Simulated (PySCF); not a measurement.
Spectra and structures to be paired. Computed with PySCF, TDDFT PBE0/def2-SVPD, vertical, gas phase, core orbitals frozen in the response. Geometries: GFN2-xTB; one conformer of each isolated species. Triplets are in the Tamm–Dancoff approximation.

A. `C=Nc1ccc(O)s1`
B. `F/C=C(\F)[SiH3]`
C. `N#C[C@H]([SiH3])CC=O`

Lowest singlet levels (six at most, fewer where fewer were computed) with oscillator strengths:

1. 4.40 eV (f 0.000); 6.45 eV (f 0.001); 7.04 eV (f 0.004); 7.18 eV (f 0.001); 7.48 eV (f 0.018); 7.53 eV (f 0.038); T1 3.75 eV
2. 6.31 eV (f 0.008); 7.03 eV (f 0.000); 7.21 eV (f 0.392); 7.38 eV (f 0.001); 7.75 eV (f 0.007); 7.91 eV (f 0.003); T1 4.32 eV
3. 4.04 eV (f 0.277); 4.32 eV (f 0.001); 4.35 eV (f 0.001); 5.07 eV (f 0.068); 5.62 eV (f 0.002); 5.63 eV (f 0.000); T1 2.37 eV

Problem. Which spectrum belongs to which structure?

Solution. 1 = C, 2 = B, 3 = A.
- A: S1 at 4.04 eV, HOMO→LUMO (94%); Löwdin shares by element: HOMO carbon 64% or more (atoms not listed hold the other 36%); LUMO carbon 49% or more, nitrogen 16% (atoms not listed hold the other 35%); HOMO -6.08 and LUMO -1.59 eV; point group Cs, 1 of its 6 listed states under f = 0.0005.
- B: S1 at 6.31 eV, HOMO→LUMO+1 (89%); Löwdin shares by element: HOMO carbon 63%, fluorine 27%; LUMO carbon 60%, silicon 12%, fluorine 9% or more (atoms not listed hold the other 18%); HOMO -7.75 and LUMO -0.23 eV; point group Cs, 1 of its 6 listed states under f = 0.0005.
- C: S1 at 4.40 eV, HOMO→LUMO (98%); S1 has the pattern of n→π* at C=O; HOMO -8.18 and LUMO -1.40 eV.
